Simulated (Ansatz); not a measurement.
`O=CB(O)[SiH3]` + H₂O → `OB(O)[SiH3]` + `C=O`  (formal hydrolysis of a B–C bond)

Calculated with Ansatz (gas phase, PBE0-D4/def2-TZVP geometries, no zero-point term in ΔE). CCSD(T)/CBS is the MP2 limit (def2-TZVPP, def2-QZVPP) plus CCSD(T) − MP2 in def2-TZVPP, frozen cores. This one scheme is used for every species. Functionals use def2-TZVPP. B3LYP here is the variant with VWN-RPA as its local correlation; programs differ in this. One conformer a species, not always the lowest.

(1) Is it downhill or uphill in electronic energy at CCSD(T)/CBS, and by how much? (Best estimate.)

(2) What do these levels give: PBE-D4, B97M-V, PBE0-D4, r2SCAN0-D4, BHLYP-D4, ωB97M-V, PBE, B3LYP, CAM-B3LYP, CCSD/def2-SVP, MP2/def2-TZVPP, CCSD/def2-TZVPP? (An estimate is asked.)

Largest T1 diagnostic among the species: 0.016.

Answers

(1) The calculation gave: Downhill: ΔE = -113.2 kJ/mol.

(2) The calculation gave: PBE-D4 -111.5, B97M-V -123.7, PBE0-D4 -115.1, r2SCAN0-D4 -121.3, BHLYP-D4 -126.0, ωB97M-V -118.4, PBE -113.7, B3LYP -124.3, CAM-B3LYP -124.7, CCSD/def2-SVP -131.7, MP2/def2-TZVPP -119.5, CCSD/def2-TZVPP -120.5 kJ/mol.

From PBE to PBE0 (25 % exact exchange), in def2-TZVPP and without D4, ΔE moves by −3.4 kJ/mol. Leaving LDA and LC-ωPBE aside and taking each functional with its dispersion term where it has one, the values, not all of them listed here, spread over 16.1 kJ/mol, from BHLYP-D4 to revPBE-D4.
